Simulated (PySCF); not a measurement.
Two species compared at the same levels of theory.

First species: C₅H₅Cl₃.
InChI=1S/C5H5Cl3/c6-5(7,8)4-2-1-3-4/h2H,1,3H2

Second species: C2H14SSi4.
Z-matrix (Å and degrees, GFN2-xTB geometry), rows numbered from 1:
```
C 
S   1  1.8129
Si  2  2.1579  1   99.85
Si  3  2.3286  2  103.42  1  -179.01
C   4  1.9204  3  102.81  2   177.94
Si  4  2.3491  3  111.99  2    63.16
Si  4  2.3490  3  112.04  2   -66.71
H   1  1.0849  2  107.10  3   179.43
H   1  1.0859  2  109.47  3   -61.22
H   1  1.0860  2  109.53  3    60.02
H   3  1.4695  2  104.16  1   -52.97
H   3  1.4697  2  104.19  1    55.07
H   5  1.0863  4  111.73  3   -60.07
H   5  1.0856  4  110.86  3  -179.79
H   5  1.0863  4  111.83  3    60.40
H   6  1.4674  4  111.89  3   162.40
H   6  1.4667  4  112.82  3    42.90
H   6  1.4623  4  111.59  3   -77.74
H   7  1.4648  4  112.99  3   -15.17
H   7  1.4668  4  112.40  3  -135.15
H   7  1.4636  4  111.35  3   105.37
```

Levels: PBE0/pcSseg-1 for dipole moment, HOMO energy, LUMO energy and HOMO–LUMO gap; GFN2-xTB for rotational constant A and rotational constant C. Geometries: GFN2-xTB. Each species is one conformer at its optimised geometry, gas phase, non-relativistic unless stated. Electronic properties by PySCF.

Dipoles, sizes and rotational constants follow the conformer. The torsions of the flexible species, by atom-mapped SMILES:
- `[Cl:1][C:2]([Cl:3])([Cl:4])[C:5]1=[CH:6][CH2:7][CH2:8]1`: Cl1–C2–C5–C6 1°
- `[CH3:1][S:2][SiH2:3][Si:4]([CH3:5])([SiH3:6])[SiH3:7]`: C1–S2–Si3–Si4 -179°, S2–Si3–Si4–C5 178°

Task: Which of the two has the higher HOMO–LUMO gap, and by how much?

Result: The first: 6.83 eV against 5.62 eV, a difference of 1.21 eV.

Task: Which of the two has the higher rotational constant A, and by how much?

Result: The first: 1.523 GHz against 1.161 GHz, a difference of 0.362 GHz.

Task: Which has the higher rotational constant C?

Result: The first: 0.889 GHz against 0.515 GHz, a difference of 0.374 GHz.

Task: Which of the two has the higher LUMO energy, and by how much?

Result: The first: -1.00 eV against -1.06 eV, a difference of 0.06 eV.

Task: Which has the higher dipole moment?

Result: The first: 2.57 D against 1.84 D, a difference of 0.73 D.

Task: Which of the two has the higher HOMO energy, and by how much?

Result: The second: -6.68 eV against -7.83 eV, a difference of 1.15 eV.

On the first: A dipole of 2.57 D is allowed in Cs, and pure rotational transitions are dipole-allowed. In atomic units the dipole is 1.01 e·bohr (1 au = 2.5417 D).

On the second: In atomic units the dipole is 0.72 e·bohr (1 au = 2.5417 D). GFN2-xTB frequencies show an imaginary mode (48i cm⁻¹), so this geometry is no minimum at that level.
